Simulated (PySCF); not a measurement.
**As²⁺ (arsenic, charge +2) across methods**

[Ar] 3d10 4s1 4p2, high-spin 4P determinant (an excited configuration). Computed with PySCF 2.14 in def2-QZVPPD (12s7p5d4f1g, 95 functions), with no relativity, point nucleus.

| method | E (hartree) | mean ε 3d β (eV) | mean ε 4s α (eV) | mean ε 4p α (eV) | Σ⟨r²⟩ (bohr²) | ⟨S²⟩ |
| --- | --- | --- | --- | --- | --- | --- |
| r2SCAN | -2234.518 | -64.799 | -35.629 | -24.953 | 23.31 | 3.751 |
| BP86 | -2234.777 | -64.087 | -34.987 | -24.566 | 23.38 | 3.751 |
| PBEsol | -2232.629 | -63.941 | -34.908 | -24.482 | 23.39 | 3.751 |
| LDA | -2231.211 | -64.300 | -35.059 | -24.540 | 23.40 | 3.751 |
| PBE0 | -2234.256 | -68.270 | -36.800 | -25.875 | 23.40 | 3.751 |
| wB97X-V | -2234.318 | -70.462 | -39.375 | -28.154 | 23.49 | 3.751 |
| PBE | -2234.180 | -63.950 | -34.877 | -24.493 | 23.44 | 3.751 |
| UHF | -2233.01168 | -80.027 | -41.887 | -29.463 | 23.56 | 3.751 |
| LC-wPBE | -2234.223 | -69.679 | -40.206 | -28.836 | 23.38 | 3.751 |
